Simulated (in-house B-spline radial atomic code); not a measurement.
A calculation on Er+ (an excited or competing configuration): its settings, and results tabulated from the run. Level of theory: Dirac-Hartree-Fock, average of configuration, Fermi nucleus of rms radius 5.2516 fm; calculated with a B-spline radial code for spherical atoms.

Command:
```bash
python run_scf.py task.json out
```
Settings (nuclear radius in fm, mass in u):
```
Z                68
configuration    [Xe] 4f11 6s1 8g1
hamiltonian      dirac
method           hf
spin_polarised   False
nucleus          fermi
rms_radius       5.2516
atomic_mass      165.9303
speed_of_light   137.035999084
```

Output (hartree, bohr):
```
 radial grid: 92 intervals, B-splines of order 8, outer radius 173.4 bohr

 iter        energy (Eh)    residual
    1      -13090.630970    6.19e-01
    2      -13090.744820    1.96e-01
    3      -13091.604199    2.24e-02
    4      -13091.615831    5.77e-03
    5      -13091.615910    4.41e-03
    6      -13091.616339    1.51e-03
    7      -13091.616391    7.86e-05
    8      -13091.616391    3.80e-05
    9      -13091.616391    2.23e-06
   10      -13091.616391    6.44e-08

 total energy                    -13091.61639
 kinetic                           14444.8499
 electron-nucleus                 -32345.3592
 electron-electron                  4808.8930

 first-order corrections (not in the total)
   Gaunt                            14.3075
   retardation                      -1.5101
   frequency dependence             -0.2159
   self-energy                      10.1675
   Uehling                          -1.7427
   Wichmann-Kroll                    0.0607
   recoil                            0.0274

 orbital      occ     eigenvalue          <r>       <r^2>       <1/r>       <r^4>     <1/r^3>       r_max    small
 1s1/2      2.000     -2126.1034    0.0203678  0.00056782     77.5398 8.65174e-07           -     0.01286  6.48e-02
 2s1/2      2.000      -362.4996    0.0858273  0.00876455     18.6655  0.00013373           -     0.07335  1.45e-02
 2p1/2      2.000      -344.4835    0.0715557  0.00634523      18.596 8.24419e-05           -     0.05519  1.45e-02
 2p3/2      4.000      -310.7085    0.0787909  0.00755894      16.143 0.000112353       12161     0.06138  1.33e-02
 3s1/2      2.000       -83.9307     0.224228   0.0576098     6.84759   0.0050261           -       0.207  4.69e-03
 3p1/2      2.000       -76.0383     0.214337    0.053481     6.74984  0.00453851           -      0.1949  4.62e-03
 3p3/2      4.000       -68.8164     0.227804   0.0602171     6.12735  0.00571236     2669.34      0.2077  4.29e-03
 3d3/2      4.000       -55.5051     0.201171   0.0475864     5.99447  0.00403906     451.442      0.1643  4.15e-03
 3d5/2      6.000       -53.9449     0.205362    0.049458     5.84212  0.00433403     395.249      0.1679  4.05e-03
 4s1/2      2.000       -18.2523     0.508102    0.291392     2.83956    0.123391           -      0.4742  1.48e-03
 4p1/2      2.000       -15.0407     0.518015    0.305364     2.72789    0.139488           -      0.4772  1.39e-03
 4p3/2      4.000       -13.3976     0.547464    0.340897     2.52513    0.173924     590.812      0.5037  1.28e-03
 4d3/2      4.000        -8.0826     0.577456     0.38704     2.29828    0.244936     85.6981      0.5077  1.10e-03
 4d5/2      6.000        -7.7772     0.588398    0.401687     2.24558    0.263872     73.7543      0.5167  1.07e-03
 5s1/2      2.000        -3.0871      1.25162     1.76041     1.05666     4.59564           -       1.116  2.92e-04
 5p1/2      2.000        -2.0876      1.38923      2.1852    0.942596     7.33582           -        1.21  2.38e-04
 5p3/2      4.000        -1.8615      1.48356     2.49189    0.871975     9.55947     73.2529       1.289  2.09e-04
 4f5/2      4.714        -1.4033     0.740886    0.701765     1.73875     1.24517      11.619      0.5074  6.83e-04
 4f7/2      6.286        -1.3573     0.752407    0.725399     1.71497     1.34213     11.1351       0.513  6.68e-04
 6s1/2      1.000        -0.6794      3.30196     12.1371    0.378256     211.448           -       2.971  4.35e-05
 8g7/2      0.444        -0.0313      42.9326      2082.2   0.0313634 5.73653e+06 0.000178545       48.79  8.38e-07
 8g9/2      0.556        -0.0313      42.9325     2082.19   0.0313637 5.73647e+06  0.00017857       48.79  8.38e-07
```

Run time, properties included: 7.3 s on 1 thread of Arm Neoverse V1, with other jobs on the host.

For the Dirac Hamiltonian the kinetic term is c α·p + (β - 1)c².
